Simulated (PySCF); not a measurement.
**`[H][Ge]([H])([CH3])[O]C(C)(C)C`, C5H14GeO**

Geometry:
```csv
atom,x (Å),y (Å),z (Å)
Ge1,0.411,1.870,0.225
H2,0.468,1.982,1.738
H3,1.841,1.939,-0.277
C4,-0.785,3.173,-0.617
H5,-0.497,4.192,-0.376
H6,-1.806,3.013,-0.280
H7,-0.765,3.056,-1.698
O8,-0.330,0.360,-0.247
C9,0.008,-0.986,0.029
C10,-0.082,-1.263,1.530
C11,-1.022,-1.835,-0.723
C12,1.415,-1.304,-0.475
H13,0.098,-2.315,1.735
H14,0.662,-0.666,2.056
H15,-1.069,-0.991,1.897
H16,-2.022,-1.591,-0.374
H17,-0.836,-2.894,-0.561
H18,-0.967,-1.620,-1.787
H19,2.144,-0.708,0.074
H20,1.492,-1.058,-1.532
H21,1.641,-2.358,-0.336
```

Computed, not measured: PySCF 2.14.0, GIAO BP86/def2-SVP magnetisability, rotational g tensor and spin-rotation constants, non-relativistic, gas phase. Geometry: GFN2-xTB.

The calculation is non-relativistic, which matters for the atoms heavier than Zn.

Problem. How diamagnetic is it, and how anisotropic?

Solution. Isotropic -1583 × 10⁻³⁰ J/T², or -95.4 × 10⁻⁶ cm³/mol; principal values -1633, -1561, -1556 × 10⁻³⁰ J/T², anisotropy 75 × 10⁻³⁰ J/T² (root of half the summed squared differences of the principal values). The susceptibility is in cgs units.

Problem. Split it along the inertial axes a, b, c into diamagnetic and paramagnetic parts about the centre of mass, with the quadrupole moment.

Solution. 
```
axis  χ (10⁻⁶ cm³/mol)  diamagnetic (10⁻⁶ cm³/mol)  paramagnetic (10⁻⁶ cm³/mol)  summed x² of all electrons (Å²)  quadrupole Θ (D Å)
   a             -97.8                      -519.4                        421.7                            273.9               +4.86
   b             -94.6                     -1385.1                       1290.5                             69.8               -2.72
   c             -93.7                     -1458.0                       1364.4                             52.6               -2.14
```
Anisotropies 2χaa − χbb − χcc = -7.2 and 2χbb − χaa − χcc = +2.1 × 10⁻⁶ cm³/mol. Θ is traceless in Buckingham's convention.

Problem. And the rotational g tensor?

Solution. 
| axis | rotational constant (GHz) | g | nuclear part | electronic part |
| --- | --- | --- | --- | --- |
| a | 3.3811 | -0.0096 | 0.6602 | -0.6698 |
| b | 0.9714 | -0.0021 | 0.5868 | -0.5889 |
| c | 0.9173 | -0.0026 | 0.5854 | -0.5879 |

Asymmetric top; isotopes 12C, 74Ge, 1H, 16O; no vibrational averaging.
